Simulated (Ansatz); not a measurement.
`C[NH][InH][CH3]` + HBr → `[CH3][InH][Br]` + CH₃NH₂  (ligand exchange at the In–N bond)

Isolated molecules relaxed with PBE0-D4/def2-TZVP in Ansatz; ΔE leaves out vibrations. CBS: MP2 limit from def2 TZ/QZ plus the TZ coupled-cluster correction, frozen cores. Elements past krypton have def2 core potentials. For Br, In outer-core shells are correlated without core-valence functions, which leaves a few kJ/mol of doubt a bond. Scalar relativity is left out up to krypton. Each species was taken in one conformer, which may not be the lowest.

```json
{"species": "`C[NH][InH][CH3]`", "CCSD/def2-SVP energy (Eh)": "-324.53020"}
{"species": "HBr", "CCSD/def2-SVP energy (Eh)": "-2572.93322"}
{"species": "`[CH3][InH][Br]`", "CCSD/def2-SVP energy (Eh)": "-2802.01396"}
{"species": "CH₃NH₂", "CCSD/def2-SVP energy (Eh)": "-95.50018"}
```

(1) Work out ΔE.

Largest T1 diagnostic among the species: 0.015.

Results:

(1) ΔE = (-2802.01396) + (-95.50018) − (-324.53020) − (-2572.93322) = -0.05072 Eh = -1.38 eV. CCSD(T)/CBS gives -1.38 eV.

Leaving LDA and LC-ωPBE aside and taking each functional with its dispersion term where it has one, the values, not all of them listed here, spread over 0.22 eV, from BHLYP-D4 to BLYP-D4. LDA lies +0.13 eV from PBE without D4. At CCSD(T), def2-SVP lies +0.05 eV from the extrapolated value and def2-TZVPP +0.04 eV.
